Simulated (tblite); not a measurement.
Species: C7H19BGaN.
Numbering: `[CH3:1][B:2]([CH3:3])[C@H:4]1[CH2:5][CH2:6][GaH2-:7][N+:8]1([CH3:9])[CH3:10]` (hydrogens: H11, H12, H13 on C1; H14, H15, H16 on C3; H17 on C4; H18, H19 on C5; H20, H21 on C6; H22, H23 on Ga7; H24, H25, H26 on C9; H27, H28, H29 on C10)

Cartesian coordinates in Å at the GFN2-xTB level; atoms count from 1:
```
atom  x, y, z in Å
C1     1.4771   -1.4547   -0.9909
B2     1.5277   -0.1973   -0.0496
C3     2.9387    0.4157    0.3077
C4     0.2367    0.5910    0.4611
C5    -0.0640    1.6203   -0.6610
C6    -0.6896    0.9483   -1.8949
Ga7   -1.9219   -0.5011   -1.1742
N8    -0.9936   -0.1899    0.7268
C9    -1.9626    0.6253    1.4548
C10   -0.7066   -1.3740    1.5278
H11    1.9122   -2.3281   -0.5026
H12    0.4732   -1.7248   -1.3246
H13    2.0903   -1.2919   -1.8773
H14    3.6661   -0.3538    0.5594
H15    3.3460    0.9261   -0.5654
H16    2.9250    1.1400    1.1191
H17    0.4743    1.1594    1.3755
H18    0.8642    2.1390   -0.9174
H19   -0.7505    2.3781   -0.2730
H20    0.1088    0.5514   -2.5339
H21   -1.1886    1.7204   -2.4933
H22   -1.7619   -2.0279   -1.4702
H23   -3.4276   -0.1839   -0.8881
H24   -1.5416    1.0089    2.3920
H25   -2.8426    0.0195    1.6787
H26   -2.2877    1.4613    0.8344
H27   -0.2985   -1.1016    2.5083
H28    0.0070   -2.0093    1.0104
H29   -1.6299   -1.9385    1.6715
```

Computed with GFN2-xTB (tblite): harmonic, unscaled wavenumbers at the GFN2-xTB geometry, gas phase. Against measured fundamentals such values can be off by several per cent, at times by over 20. Modes of hydrogen on gallium can be 10 to 20 % off. One conformer, not necessarily the lowest. The optimisation stopped once no atom felt more than 0.01 eV/Å.

Lowest wavenumbers of the output (negative numbers stand for imaginary wavenumbers):
```
mode    cm-1
  1     -43.0
  2      53.4
  3      96.1
  4     129.9
  5     140.5
  6     152.9
  7     191.8
  8     200.7
  9     207.7
 10     221.4
 11     250.2
 12     270.9
 13     300.6
 14     318.5
 15     348.0
```

Is this structure a minimum?

Not by this Hessian. 1 mode is imaginary beyond 20i (43i cm⁻¹), so at this level the point lies at or near a first-order saddle. The curvature is small, so loose convergence or finite differences may be the whole cause.

Which atoms move in the imaginary mode?

43i: H15 (methyl hydrogen) 34 %, H16 (methyl hydrogen) 32 %, H14 (methyl hydrogen) 29 %. These are shares of the mass-weighted motion.

What is the remedy?

Step along that mode in both directions, optimise again with tighter thresholds and repeat the frequencies. The zero-point energy of this point (152.4 kcal/mol) counts the 80 real modes alone, and thermal corrections from it aren't those of a minimum.
